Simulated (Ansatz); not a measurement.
Bonds to the group Y in Y-Te(OH). Isolated molecules, 0 K electronic values unless said otherwise. Each species was relaxed from one start; no search for lower structures was made at this level. In the def2 sets, heavy atoms carry core potentials. Strings in code marks are SMILES.

These are Ansatz (a first-principles code) with CAM-B3LYP-D3(BJ)/def2-TZVP // B3LYP-D3(BJ)/def2-SVP values and carry that method's errors. All candidates: neutral, multiplicity 1. 

| Item | Result |
|---|---|
| LUMO | -0.81 eV |
| HOMO | -7.16 eV |
| HOMO–LUMO gap | 6.35 eV |

**Question.** Say which member has these values.
A. `CC(C)(C)[Te]O` (C–C–Te–O torsion 58°, C–Te–O–H torsion 94°)
B. `C=CCC[Te]O`
C. `CC[Te]O` (C–C–Te–O torsion 48°, C–Te–O–H torsion 90°)
D. `O[Te]c1ccccc1` (H–O–Te–C torsion 87°, O–Te–C–C torsion 9°)

**Answer.** D, `O[Te]c1ccccc1` (H–O–Te–C torsion 87°, O–Te–C–C torsion 9°). The others give `CC(C)(C)[Te]O` (C–C–Te–O torsion 58°, C–Te–O–H torsion 94°): -0.55 eV, -7.23 eV, 6.68 eV; `C=CCC[Te]O`: -0.65 eV, -7.35 eV, 6.70 eV; `CC[Te]O` (C–C–Te–O torsion 48°, C–Te–O–H torsion 90°): -0.58 eV, -7.30 eV, 6.71 eV
